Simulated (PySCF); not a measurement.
C10H8S.

```xyz
19

C      0.0818    -3.5096     0.0000
C      1.2352    -2.7195     0.0000
C      1.1372    -1.3285     0.0000
C     -0.1182    -0.6868     0.0000
C     -0.2335     0.7728     0.0000
C     -1.3755     1.5588     0.0000
C     -1.1065     2.9526     0.0000
C      0.2410     3.2313     0.0000
S      1.1835     1.7917     0.0000
C     -1.2724    -1.4980     0.0000
C     -1.1715    -2.8882     0.0000
H      0.1583    -4.6004     0.0000
H      2.2229    -3.1896     0.0000
H      2.0522    -0.7281     0.0000
H     -2.3844     1.1430     0.0000
H     -1.8787     3.7245     0.0000
H      0.7334     4.2038     0.0000
H     -2.2620    -1.0349     0.0000
H     -2.0830    -3.4932     0.0000
```
Charge 0, spin multiplicity 1.

Coordinates come from a r2SCAN-D4/def2-SVP optimisation. A frequency run showed that this geometry is not a minimum. The values are those of a single conformer.

Calculation: PBE0/pcSseg-1 (PySCF). Non-relativistic, no solvent.

Computed absolute GIAO shielding of each atom: isotropic value and principal components (ppm):
```
atom  σ(iso)    σ11    σ22    σ33   span
----  ------  -----  -----  -----  -----
C1      50.9  -58.1   37.1  173.9  232.0
C2      49.2  -62.4   37.0  172.9  235.2
C3      54.0  -45.7   44.7  163.0  208.7
C4      45.4  -50.8   18.1  168.8  219.6
C5      30.5  -36.5   19.2  108.9  145.5
C6      57.9  -18.9   40.5  152.0  170.9
C7      51.1  -31.9   39.5  145.5  177.4
C8      51.2  -41.2   54.3  140.6  181.8
S9     279.2  148.3  284.8  404.4  256.2
C10     55.7  -45.0   42.0  170.1  215.1
C11     49.5  -62.1   37.6  173.2  235.4
H12     24.0   20.8   24.6   26.4    5.5
H13     23.8   20.3   24.2   26.9    6.6
H14     23.4   17.5   22.6   30.2   12.6
H15     23.6   19.0   24.8   27.1    8.1
H16     24.1   20.9   24.3   27.1    6.2
H17     24.1   21.1   24.4   26.9    5.8
H18     23.3   17.9   23.2   28.9   11.0
H19     23.8   20.3   24.3   26.7    6.4
```
